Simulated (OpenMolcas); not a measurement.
## Pd III: effect of the basis set

```yaml
Program: OpenMolcas 26.06
Method: CASSCF
Active_space: 8 electrons in 10 orbitals (4d 5d)
State_averaging: 2S+1 = 3 even, 10 roots; 2S+1 = 1 even, 15 roots
Spin-orbit_coupling: RASSI with atomic mean-field integrals over the reference wave functions, term energies averaged over their components
```

A. ANO-R2 [7s5p4d2f1g], X2C, finite nucleus; cost roughly 70 core-seconds
B. ANO-RCC-VTZP [7s6p4d2f1g], DKH2, point nucleus; cost roughly 70 core-seconds
C. ANO-RCC-VQZP [8s7p5d3f2g1h], DKH2, point nucleus; cost of the order of 60 core-seconds

Energies in cm-1 above 4d8 3F4, the measured ground level; measured values from Moore, Atomic Energy Levels, vol. III, NSRDS-NBS 35 (1971 reprint of NBS Circular 467, 1958).

```csv
Level,A,B,C,Measured
4d8 3F4,0.0,0.0,0.0,0.0
4d8 3F3,3123,3119,3143,3230
4d8 3F2,4787,4781,4809,4687
4d8 3P1,17077,17052,17053,13470
4d8 3P0,17369,17343,17341,13699
4d8 3P2 [54 %],17559,17539,17549,
4d8 1G4,21201,21181,21157,17880
4d8 1S0,49236,49190,49090,
```

Deviations, from unrounded energies. A percentage is the sum of absolute deviations over the sum of measured energies, with the sign that they share, or ± where signs differ.

```csv
Against measurement,Levels,A,B,C
mean absolute deviation (cm-1),5,2200,2100,2100
fine structure of the ground term (%),2,±2.6,±2.6,±2.6
other terms of the ground configuration (%),3,+23.5,+23.4,+23.3
```

A, B, C lie about equally close to measurement. The largest miss of C in the table is 4d8 3P0, by +3600 cm-1. The ranking rests on the paired levels alone, and a cruder setting can come out closer through cancelling errors.

Among A to C the level of the table that moves most is 4d8 1S0, by 150 cm-1 (lowest in C, highest in A).

Without dynamic correlation excited terms often stand tens of per cent too high (terms of higher spin than the ground term too low), and those without a measured partner can miss by more than the paired ones. Active for correlation alone: 5d; no level in the range computed is led by a configuration that fills it, so any true level of that kind is missing. Computed and measured levels are paired by configuration, term and J; levels that our copy of the source lacks, or whose pairing is in doubt (as where it misses far off the trend of its configuration), stay unpaired and out of the deviations. Only configurations of the active space appear. Levels that lie high or do not pair safely by name in every column are left out.

A share in square brackets marks a mixed level and gives the weight of the term that names it, the lowest over the columns.
